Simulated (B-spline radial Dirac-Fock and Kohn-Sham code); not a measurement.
X-ray form factors of lutetium in several charge states

Calculated with a radial finite-basis atomic code, using Dirac-Fock orbitals of the configuration average with a finite nucleus.

Configurations: Lu²³⁺ [Kr] 4d10 4f2; Lu²⁴⁺ [Kr] 4d10 4f1; Lu²⁵⁺ [Kr] 4d10; Lu²⁷⁺ [Kr] 4d8; Lu²⁸⁺ [Kr] 4d7; Lu²⁹⁺ [Kr] 4d6. The first column is f₀ of Lu²³⁺, the others are differences from it.

```csv
s (Å⁻¹),Lu²³⁺,Δ Lu²⁴⁺,Δ Lu²⁵⁺,Δ Lu²⁷⁺,Δ Lu²⁸⁺,Δ Lu²⁹⁺
0,48.000,-1.000,-2.000,-4.000,-5.000,-6.000
0.1,47.544,-0.974,-1.949,-3.901,-4.878,-5.855
0.2,46.219,-0.898,-1.802,-3.615,-4.526,-5.440
0.3,44.142,-0.784,-1.580,-3.180,-3.989,-4.804
0.4,41.490,-0.647,-1.310,-2.648,-3.331,-4.023
0.5,38.470,-0.502,-1.024,-2.077,-2.622,-3.178
0.7,32.143,-0.241,-0.506,-1.024,-1.305,-1.599
0.9,26.486,-0.070,-0.157,-0.298,-0.385,-0.484
1.1,22.131,+0.012,+0.014,+0.060,+0.074,+0.082
1.4,17.919,+0.037,+0.075,+0.149,+0.187,+0.225
```
